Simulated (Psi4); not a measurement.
O$_{2}$, triplet, geometry from GFN2-xTB. Base run: HF/6-31G** (Psi4 1.11).

Psi4 was given this input:
```
memory 2 GB

molecule {
0 3
  O    -0.00000000   -0.00000000   -0.60491107
  O     0.00000000    0.00000000    0.60491107
}

set basis 6-31g**
set reference uhf

energy('scf')
print_variables()
```

Variants of this job, named by their change:

```
change                               ΔE vs base (mEh)  SCF cycles  basis functions        outcome
-----------------------------------  ----------------  ----------  ---------------  -------------
base                                            0.000           8               30      converged
ints_tolerance = 1e-8                           0.000           8               30      converged
level_shift = 1.0                               0.000           8               30      converged
diis_max_vecs = 15                              0.000           8               30      converged
scf_type = mem_df                               0.000           8               30      converged
damping_percentage = 50                             -           -               30  not converged
guess = gwh                                     0.000           9               30      converged
df_basis_scf = def2-universal-jkfit            -0.321           8               30      converged
df_basis_scf = cc-pvqz-jkfit                   -0.438           8               30      converged
guess = sadno                                   0.000           8               30      converged
scf_initial_accelerator = ediis                 0.000           8               30      converged
d_convergence = 1e-4                            0.000           7               30      converged
e_convergence = 1e-4                            0.000           8               30      converged
```

Open shells are given as the SCF converged; they aren't shown to be the lowest states, and a large step between rows can be another state.
